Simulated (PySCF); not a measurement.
Isomers of C4H13OPSi2, mass 164.024 u with the commonest isotopes. Computed with PBE0/pcSseg-1 in PySCF (dipole) on a GFN2-xTB geometry, gas phase. One conformer each, none proved a minimum here; rigid rotors.

Task: Order these by out-of-plane moment Σ m c² = (Ia + Ib − Ic)/2, smallest first.
A. `[CH2:1]=[C:2]([CH3:3])[Si@@:4]([CH3:5])([PH2:6])[O:7][SiH3:8]` with C1–C2–Si4–C5 119°, C2–Si4–P6–H -53° and 40°, C2–Si4–O7–Si8 94°
B. `[CH3:1][C:2](=[O:3])[CH2:4][P:5]([SiH3:6])[CH2:7][SiH3:8]` with C1–C2–C4–P5 118°, C2–C4–P5–Si6 59°, C4–P5–C7–Si8 174°
C. `[O:1]=[C:2]([CH2:3][CH2:4][SiH3:5])[CH2:6][SiH2:7][PH2:8]` with O1–C2–C3–C4 28°, C2–C3–C4–Si5 -45°, O1–C2–C6–Si7 -84°, C2–C6–Si7–P8 -166°, C6–Si7–P8–H -77° and -171°

Result: B (34.38 u·Å²), C (59.28 u·Å²), A (116.69 u·Å²).

Task: Order these by rotational constant C, largest first.
A. `[CH2:1]=[C:2]([CH3:3])[Si@@:4]([CH3:5])([PH2:6])[O:7][SiH3:8]` with C1–C2–Si4–C5 119°, C2–Si4–P6–H -53° and 40°, C2–Si4–O7–Si8 94°
B. `[O:1]=[C:2]([CH2:3][CH2:4][SiH3:5])[CH2:6][SiH2:7][PH2:8]` with O1–C2–C3–C4 28°, C2–C3–C4–Si5 -45°, O1–C2–C6–Si7 -84°, C2–C6–Si7–P8 -166°, C6–Si7–P8–H -77° and -171°
C. `[CH3:1][C:2](=[O:3])[CH2:4][P:5]([SiH3:6])[CH2:7][SiH3:8]` with C1–C2–C4–P5 118°, C2–C4–P5–Si6 59°, C4–P5–C7–Si8 174°

Result: A (670.0 MHz), C (523.2 MHz), B (412.7 MHz).

Task: Order these by dipole moment, largest first.
A. `[CH3:1][C:2](=[O:3])[CH2:4][P:5]([SiH3:6])[CH2:7][SiH3:8]` with C1–C2–C4–P5 118°, C2–C4–P5–Si6 59°, C4–P5–C7–Si8 174°
B. `[O:1]=[C:2]([CH2:3][CH2:4][SiH3:5])[CH2:6][SiH2:7][PH2:8]` with O1–C2–C3–C4 28°, C2–C3–C4–Si5 -45°, O1–C2–C6–Si7 -84°, C2–C6–Si7–P8 -166°, C6–Si7–P8–H -77° and -171°
C. `[CH2:1]=[C:2]([CH3:3])[Si@@:4]([CH3:5])([PH2:6])[O:7][SiH3:8]` with C1–C2–Si4–C5 119°, C2–Si4–P6–H -53° and 40°, C2–Si4–O7–Si8 94°

Result: B (3.43 D), A (3.29 D), C (1.61 D).

```json
{"SMILES": "O=C(CC[SiH3])C[SiH2]P", "point group": "C1", "Ia (u·Å²)": "142.41", "Ib (u·Å²)": "1200.79", "Ic (u·Å²)": "1224.64", "κ": "-0.99", "μa (D)": "3.15", "μb (D)": "1.24", "μc (D)": "0.59"}
{"SMILES": "C=C(C)[Si@@](C)(P)O[SiH3]", "point group": "C1", "Ia (u·Å²)": "406.85", "Ib (u·Å²)": "580.81", "Ic (u·Å²)": "754.29", "κ": "-0.30", "μa (D)": "0.43", "μb (D)": "1.38", "μc (D)": "0.72"}
{"SMILES": "CC(=O)CP([SiH3])C[SiH3]", "point group": "C1", "Ia (u·Å²)": "224.70", "Ib (u·Å²)": "810.06", "Ic (u·Å²)": "966.01", "κ": "-0.88", "μa (D)": "0.63", "μb (D)": "2.95", "μc (D)": "1.30"}
```
